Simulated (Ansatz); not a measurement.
A search over several starts for the lowest SCF solution of CuPH₄S⁺, that is Cu(PH3)(SH) with one electron fewer at the given spin, in a small basis.

```yaml
crystal:
  periodic: [false, false, false]
  atoms:
    - {symbol: Cu, position_ang: [0.159206, 0.076364, -0.911747]}
    - {symbol: P, position_ang: [0.149041, 0.052254, 1.252443]}
    - {symbol: H, position_ang: [-0.855985, 0.754026, 1.974745]}
    - {symbol: H, position_ang: [1.274341, 0.572056, 1.948864]}
    - {symbol: H, position_ang: [0.048997, -1.179883, 1.957005]}
    - {symbol: S, position_ang: [0.236186, 0.120808, -3.046198]}
    - {symbol: H, position_ang: [-1.011776, -0.395634, -3.175113]}
basis:
  gaussian: {orbitals: def2-SVP}
total_charge: 1
magnetization: {spin_polarized: true, initial_magnetization: 1}
hamiltonian: {xc: pbe0, dispersion: d4}
output: {orbitals: {seedname: orbitals}}
```

```sh
$ ansatz run in.yaml --threads 4 --pin off --events-out ev --progress --plain --max-ram 3916MiB
```

Output, abridged:

```
Functional definition: PBE0
875 factors; integrals over basis functions are off by at most 1.3e-3 eV
mean field evaluation 1: about -64783.8774 eV, gradient 6.2e1 eV
mean field evaluation 2: about -63878.0783 eV, gradient 3.0e2 eV
mean field evaluation 4: about -64796.2783 eV, gradient 1.1e1 eV
mean field evaluation 8: about -64796.7985 eV, gradient 1.0e0 eV
mean field evaluation 16: about -64796.8052 eV, gradient 1.3e-3 eV
mean field -64796.80522504 eV, -2381.2386711682 hartree, gradient 3.9e-5 eV, S^2 0.754218; 2 other end points of the search recorded, 0 dependent functions left out
reference -64796.80526941 eV, -2381.2386727988 hartree; 32, 31 occupied and 55, 56 virtual orbitals, 875 factors
Total energy: -64796.91624375 eV, -2381.2427510306 hartree
```

It took 1.6 s on 4 threads of Arm Neoverse V2 on a shared host.
